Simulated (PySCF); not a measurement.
Chromium: highly charged ions in a basis for the neutral atom

Cr²⁰⁺ [He] 2s2, Cr²¹⁺ [He] 2s1. All numbers are calculated (PySCF 2.14, scalar relativity by spin-free X2C-1e, in x2c-TZVPall). No spin-orbit coupling, so a gap to NIST mixes the basis error with missing relativistic terms.

Changed run: basis of the neutral atom used for a highly charged ion. This setting is unsound on purpose.

```tsv
species	method	sound run (hartree)	changed run (hartree)	converged
Cr²⁰⁺	UHF	not run	-687.87315	yes
Cr²⁰⁺	TPSS	not run	-688.09841	yes
Cr²⁰⁺	M06-L	not run	-688.00661	yes
Cr²¹⁺	UHF	not run	-628.21931	yes
Cr²¹⁺	TPSS	not run	-628.34183	yes
Cr²¹⁺	M06-L	not run	-628.34900	yes
```

Ionisation energy of Cr²⁰⁺:

```json
{"method": "UHF", "changed run (eV)": "1623.3", "NIST (eV)": "1634.1 ± 0.5"}
{"method": "TPSS", "changed run (eV)": "1626.1", "NIST (eV)": "1634.1 ± 0.5"}
{"method": "M06-L", "changed run (eV)": "1623.4", "NIST (eV)": "1634.1 ± 0.5"}
```

The contracted functions were made for the neutral atom and can be too rigid for a highly charged ion.
